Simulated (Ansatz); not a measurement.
Ansatz (a first-principles code) job for iminoborane (BH2N), SMILES N=B, B3LYP-D3(BJ)/def2-TZVPD. 

Ansatz 0.2 input:
```yaml
crystal:
  periodic: [false, false, false]
  atoms:
    - {symbol: B, position_ang: [0.00075258, 0.69785955, 0.00000000]}
    - {symbol: N, position_ang: [-0.00231051, -0.54219944, -0.00000000]}
    - {symbol: H, position_ang: [0.00225947, 1.83768243, -0.00000000]}
    - {symbol: H, position_ang: [0.01015123, -1.53158411, -0.00000000]}
basis:
  gaussian:
    orbitals: def2-TZVPD
hamiltonian:
  xc: b3lyp
  dispersion: d3bj
relax: {f_tol: 0.002, max_steps: 200}
```

Output:

```
WARN ansatz: RAYON_NUM_THREADS=1 ignored (pool sized by the plan → 1); use --threads N
Functional definition: B3LYP
integrals: 0.01 GiB planned
446 factors; their error is unknown
mean field: 0.18 GiB planned
mean field evaluation 1: about -2191.7290 eV, gradient 6.6e1 eV
mean field evaluation 2: about -2163.6040 eV, gradient 1.1e2 eV
mean field evaluation 4: about -2199.7417 eV, gradient 6.4e0 eV
mean field evaluation 8: about -2199.8451 eV, gradient 1.5e-2 eV
mean field -2199.84512866 eV, -80.8428173695 hartree, gradient 2.4e-5 eV, S^2 0.000000; 0 other end points of the search recorded, 0 dependent functions left out
the calculation of the forces begins
reference -2199.84532399 eV, -80.8428245479 hartree; 7, 7 occupied and 85, 85 virtual orbitals, 446 factors
relax step   1: F+E_penalty+E_count = -2199.90900623 eV  Δ(F+E_penalty+E_count) = +0.000e0 eV  max|allowed force component| = 1.369e0 eV/Å  Δτ_max = 0.0000 Å  (29 SCF iters, accepted)
these checks for a lower state are left out or cut short: starts, cluster_reference, orbital_swaps, neighbouring_geometries, increment
integrals: 0.01 GiB planned
446 factors; their error is unknown
mean field: 0.19 GiB planned
mean field evaluation 16: about -2199.8557 eV, gradient 1.0e0 eV
mean field -2199.85698625 eV, -80.8432531279 hartree, gradient 2.3e-5 eV, S^2 0.000000; 0 other end points of the search recorded, 0 dependent functions left out
the calculation of the forces begins
reference -2199.85718187 eV, -80.8432603169 hartree; 7, 7 occupied and 85, 85 virtual orbitals, 446 factors
relax step   2: F+E_penalty+E_count = -2199.92083581 eV  Δ(F+E_penalty+E_count) = -1.183e-2 eV  max|allowed force component| = 2.529e-1 eV/Å  Δτ_max = 0.0123 Å  (33 SCF iters, accepted)
these checks for a lower state are left out or cut short: starts, cluster_reference, orbital_swaps, neighbouring_geometries, increment
integrals: 0.01 GiB planned
446 factors; their error is unknown
mean field: 0.18 GiB planned
mean field -2199.85776559 eV, -80.8432817683 hartree, gradient 2.3e-5 eV, S^2 0.000000; 0 other end points of the search recorded, 0 dependent functions left out
the calculation of the forces begins
reference -2199.85796132 eV, -80.8432889613 hartree; 7, 7 occupied and 85, 85 virtual orbitals, 446 factors
relax step   3: F+E_penalty+E_count = -2199.92159841 eV  Δ(F+E_penalty+E_count) = -7.626e-4 eV  max|allowed force component| = 1.510e-2 eV/Å  Δτ_max = 0.0051 Å  (34 SCF iters, accepted)
these checks for a lower state are left out or cut short: starts, cluster_reference, orbital_swaps, neighbouring_geometries, increment
integrals: 0.01 GiB planned
446 factors; their error is unknown
mean field: 0.18 GiB planned
mean field evaluation 32: about -2199.8581 eV, gradient 2.3e-1 eV
mean field -2199.85777391 eV, -80.8432820742 hartree, gradient 2.3e-5 eV, S^2 0.000000; 0 other end points of the search recorded, 0 dependent functions left out
the calculation of the forces begins
reference -2199.85796965 eV, -80.8432892673 hartree; 7, 7 occupied and 85, 85 virtual orbitals, 446 factors
relax step   4: F+E_penalty+E_count = -2199.92160592 eV  Δ(F+E_penalty+E_count) = -7.508e-6 eV  max|allowed force component| = 1.452e-2 eV/Å  Δτ_max = 0.0003 Å  (34 SCF iters, accepted)
these checks for a lower state are left out or cut short: starts, cluster_reference, orbital_swaps, neighbouring_geometries, increment
integrals: 0.01 GiB planned
446 factors; their error is unknown
mean field: 0.19 GiB planned
mean field -2199.85782477 eV, -80.8432839432 hartree, gradient 2.3e-5 eV, S^2 0.000000; 0 other end points of the search recorded, 0 dependent functions left out
the calculation of the forces begins
reference -2199.85802051 eV, -80.8432911363 hartree; 7, 7 occupied and 85, 85 virtual orbitals, 446 factors
relax step   5: F+E_penalty+E_count = -2199.92165696 eV  Δ(F+E_penalty+E_count) = -5.104e-5 eV  max|allowed force component| = 1.675e-3 eV/Å  Δτ_max = 0.0048 Å  (33 SCF iters, accepted)
integrals: 0.01 GiB planned
446 factors; their error is unknown
mean field: 0.19 GiB planned
mean field evaluation 64: about -2199.8578 eV, gradient 3.9e-4 eV
mean field -2199.85782477 eV, -80.8432839432 hartree, gradient 2.4e-5 eV, S^2 0.000000; 1 other end points of the search recorded, 0 dependent functions left out
the calculation of the forces begins
reference -2199.85802051 eV, -80.8432911363 hartree; 7, 7 occupied and 85, 85 virtual orbitals, 446 factors
Total energy: -2199.92185269 eV, -80.8456369258 hartree
Atom 0 at     0.001714     0.688446    -0.000000 Å, force     0.000021     0.000831     0.000000 eV/Å
Atom 1 at     0.003622    -0.544860    -0.000000 Å, force     0.000480     0.000708    -0.000000 eV/Å
Atom 2 at    -0.000108     1.855244     0.000000 Å, force    -0.000156     0.000137     0.000000 eV/Å
Atom 3 at     0.005625    -1.537072     0.000000 Å, force    -0.000345    -0.001675     0.000000 eV/Å
Dipole moment:     0.000124     0.011469     0.000000 e Å
```

The calculation finished and met its thresholds.
